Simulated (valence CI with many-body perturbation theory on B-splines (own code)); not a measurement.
## Energy levels of I4+

Level of theory: relativistic CI+MBPT: three valence electrons over a frozen Dirac-Fock core [Kr] 4d10, radial functions for each j: 11 s, 11 p, 10 d, 8 f, 5 g, 2 h, with the one-electron correlation potential Σ1, the two-electron term Σ2, the three-electron term Σ3, Breit, model QED; selected CI, second order for the rest, scaled by the run's own slope (own B-spline code, finite nucleus).

No measured levels were compared; by estimate levels hold to about 250 cm⁻¹ or 0.2 % of their energy and the worst to 1 %, as in measured heavy ions of charge 2 to 7; those with d or f electrons hold less well. The list stops below the first excitations out of the core.

Levels 91 to 121 of 121, with energies above the lowest level, 5s2.5p 2P°_1/2. "Leading %" is the weight of the configuration and term that name the level; weights of strongly mixed levels are sums over their largest components and can fall short. In the jj column 3d3/2^4 stands for four electrons in 3d with j = 3/2. Lifetimes count E1, E2, E3, M1 and M2 decay at the calculated energies, and are blank where another channel may lead or the interval is too uncertain; long ones can be off by a factor of two.

| No. | Configuration | Term | J | E (cm⁻¹) | Leading % | Leading jj | g | Lifetime |
| --- | --- | --- | --- | --- | --- | --- | --- | --- |
| 91 | 4f.5s.5p | 2G | 9/2 | 311230 | 64 | 4f7/2 5s 5p3/2 (47 %) | 1.113 | 171 ps |
| 92 | 5s.5p.6p | 4D | 7/2 | 311570 | 97 | 5s 5p3/2 6p3/2 (97 %) | 1.429 | 540 ps |
| 93 | 4f.5s.5p | 2G | 7/2 | 312190 | 68 | 4f5/2 5s 5p3/2 (53 %) | 0.891 | 182 ps |
| 94 | 5s2.7d | 2D | 3/2 | 313930 | 62 | 5s^2 7d3/2 (62 %) | 0.820 | 329 ps |
| 95 | 5s2.7d | 2D | 5/2 | 314170 | 59 | 5s^2 7d5/2 (59 %) | 1.200 | 315 ps |
| 96 | 5s.5p.6p | 4S | 3/2 | 314600 | 60 | 5s 5p3/2 6p3/2 (77 %) | 1.716 | 555 ps |
| 97 | 5s.5p.6p | 2D | 5/2 | 315490 | 58 | 5s 5p3/2 6p3/2 (69 %) | 1.289 | 485 ps |
| 98 | 5s2.6f | 2F° | 5/2 | 319600 | 96 | 5s^2 6f5/2 (96 %) | 0.857 | 302 ps |
| 99 | 5s2.6f | 2F° | 7/2 | 319670 | 96 | 5s^2 6f7/2 (96 %) | 1.143 | 305 ps |
| 100 | 4f.5s.5p | 2D | 3/2 | 319680 | 59 | 4f5/2 5s 5p3/2 (43 %) | 0.804 | 221 ps |
| 101 | 5s2.8s | 2S | 1/2 | 320770 | 83 | 5s^2 8s (83 %) | 1.987 | 354 ps |
| 102 | 4f.5s.5p | 2D | 5/2 | 321070 | 51 | 4f7/2 5s 5p3/2 (41 %) | 1.203 | 242 ps |
| 103 | 5s.5p.6p | 2S | 1/2 | 321660 | 70 | 5s 5p3/2 6p3/2 (70 %) | 1.908 | 350 ps |
| 104 | 5s2.8p | 2P° | 1/2 | 330100 | 96 | 5s^2 8p1/2 (96 %) | 0.666 | 1.48 ns |
| 105 | 5s2.8p | 2P° | 3/2 | 331080 | 96 | 5s^2 8p3/2 (96 %) | 1.334 | 1.40 ns |
| 106 | 5p2.5d | 4F | 3/2 | 336710 | 72 | 5p1/2^2 5d3/2 (68 %) | 0.571 | 258 ps |
| 107 | 5s2.6h | 2H° | 9/2 | 337030 | 97 | 5s^2 6h9/2 (97 %) | 0.909 | 946 ps |
| 108 | 5s2.6h | 2H° | 11/2 | 337030 | 97 | 5s^2 6h11/2 (97 %) | 1.091 | 946 ps |
| 109 | 5s2.6g | 2G | 9/2 | 337170 | 95 | 5s^2 6g9/2 (95 %) | 1.111 | 288 ps |
| 110 | 5s2.6g | 2G | 7/2 | 337190 | 94 | 5s^2 6g7/2 (94 %) | 0.889 | 286 ps |
| 111 | 5s.5p.6p | 2D | 3/2 | 337460 | 67 | 5s 5p3/2 6p1/2 (69 %) | 0.880 | 148 ps |
| 112 | 5s.5p.6p | 2P | 1/2 | 337990 | 86 | 5s 5p3/2 6p1/2 (67 %) | 0.775 | 126 ps |
| 113 | 5p2.5d | 4F | 5/2 | 339750 | 40 | 5p1/2^2 5d5/2 (46 %) | 1.058 | 319 ps |
| 114 | 5s.5p.6p | 2D | 5/2 | 340270 | 71 | 5s 5p3/2 6p3/2 (59 %) | 1.203 | 170 ps |
| 115 | 5p2.5d | 2F | 5/2 | 340680 | 52 | 5p1/2 5p3/2 5d3/2 (79 %) | 0.926 | 395 ps |
| 116 | 5s.5p.6p | 2P | 3/2 | 340980 | 67 | 5s 5p3/2 6p3/2 (65 %) | 1.224 | 136 ps |
| 117 | 5p2.5d | 2F | 7/2 | 343600 | 65 | 5p1/2 5p3/2 5d5/2 (39 %) | 1.179 | 388 ps |
| 118 | 5p2.5d | 4F | 7/2 | 344640 | 74 | 5p1/2 5p3/2 5d5/2 (78 %) | 1.264 | 306 ps |
| 119 | 5p2.5d | 2P | 3/2 | 345120 | 46 | 5p1/2 5p3/2 5d3/2 (60 %) | 1.149 | 173 ps |
| 120 | 5s.5p.6p | 2S | 1/2 | 346090 | 74 | 5s 5p3/2 6p3/2 (58 %) | 1.856 | 153 ps |
| 121 | 5s2.8d | 2D | 3/2 | 346260 | 78 | 5s^2 8d3/2 (78 %) | 0.832 | 411 ps |

Names give the largest LS component (configuration and term), which can be under half, so a name can repeat, a term be missing and a line seem to break the LS rules; names also repeat where a configuration has a term twice.

Where two levels of one J and parity lie close, their mixing, g and order are uncertain.
